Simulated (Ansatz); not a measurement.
Basis-set extrapolation for `CO[SiH]Cl` radical (PBE0-D4/def2-TZVP geometry, frozen core, Ansatz 0.2.0). Multiplicity 2, UHF reference.

```tsv
	def2-TZVPP	def2-QZVPP
HF	-863.614011	-863.641913
MP2 correlation	-0.696888	-0.755404
CCSD(T) correlation	-0.766746	not run
```

Energies in hartree. Use E(X) = E(∞) + A·exp(−7.88·√X) for Hartree–Fock and E(X) = E(∞) + B·X^(−2.97) for correlation, with X = 3 and 4, and add CCSD(T) minus MP2 of the smaller set to the MP2 limit.

Problem. What is the CCSD(T) energy at the basis-set limit?

Solution. HF limit: -863.641913 + (-0.027902) × 0.13774 = -863.64576. MP2 limit: -0.755404 + (-0.058516) × 0.74074 = -0.79875. Higher-order term: -0.766746 − (-0.696888) = -0.06986. Total: -864.51437 hartree, 83.8 kcal/mol below CCSD(T)/def2-TZVPP.
